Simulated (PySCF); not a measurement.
**Correlation energy of V (vanadium, neutral)**

[Ar] 3d4 4s1, high-spin 6D determinant (an excited configuration). All numbers are calculated (PySCF 2.14, scalar relativity by spin-free X2C-1e, in x2c-TZVPPall (6s5p4d2f1g, 64 functions)). Frozen: [Ne]; 13 electrons correlated.

```json
{"level": "CCSD", "correlation energy (mhartree)": "-369.42"}
{"level": "(T)", "correlation energy (mhartree)": "-9.96"}
{"level": "CCSD(T)", "correlation energy (mhartree)": "-379.38"}
```

Diagnostics: T1 = 0.017, D1 = 0.0571, largest double amplitude 0.026.

Cost of the coupled-cluster step: roughly 6 core-seconds, for 13 correlated electrons.

Iterations:

```
CC2 = 0
CCSD nocc = (np.int64(9), np.int64(4)), nmo = (59, 59)
frozen orbitals [[0, 1, 2, 3, 4], [0, 1, 2, 3, 4]]
max_cycle = 100
direct = 0
conv_tol = 1e-08
conv_tol_normt = 1e-06
diis_space = 8
diis_start_cycle = 0
Init t2, MP2 energy = -0.360013522096831
Init E_corr(UCCSD) = -0.360013522107088
cycle = 1  E_corr(UCCSD) = -0.361799591912522  dE = -0.00178606981  norm(t1,t2) = 0.0663622
cycle = 2  E_corr(UCCSD) = -0.368473222088282  dE = -0.00667363018  norm(t1,t2) = 0.0211859
cycle = 3  E_corr(UCCSD) = -0.368578277510203  dE = -0.000105055422  norm(t1,t2) = 0.0138627
cycle = 4  E_corr(UCCSD) = -0.36953847320536  dE = -0.000960195695  norm(t1,t2) = 0.00647107
cycle = 5  E_corr(UCCSD) = -0.369466300176686  dE = 7.21730287e-05  norm(t1,t2) = 0.00103614
cycle = 6  E_corr(UCCSD) = -0.369400937305377  dE = 6.53628713e-05  norm(t1,t2) = 0.000402034
cycle = 7  E_corr(UCCSD) = -0.369413217854637  dE = -1.22805493e-05  norm(t1,t2) = 0.000147207
cycle = 8  E_corr(UCCSD) = -0.369416744973364  dE = -3.52711873e-06  norm(t1,t2) = 4.32735e-05
cycle = 9  E_corr(UCCSD) = -0.369415217766948  dE = 1.52720642e-06  norm(t1,t2) = 1.47583e-05
cycle = 10  E_corr(UCCSD) = -0.369415170485715  dE = 4.72812327e-08  norm(t1,t2) = 4.87086e-06
cycle = 11  E_corr(UCCSD) = -0.369415344948171  dE = -1.74462456e-07  norm(t1,t2) = 1.59201e-06
cycle = 12  E_corr(UCCSD) = -0.3694153216014  dE = 2.33467708e-08  norm(t1,t2) = 5.88023e-07
cycle = 13  E_corr(UCCSD) = -0.369415323912781  dE = -2.31138081e-09  norm(t1,t2) = 2.78789e-07
UCCSD converged
E(UCCSD) = -948.4889365860402  E_corr = -0.369415323912781
UCCSD(T) correction = -0.00995978740107305
```

This basis was not built for core-valence correlation, so the inner-shell part is incomplete.
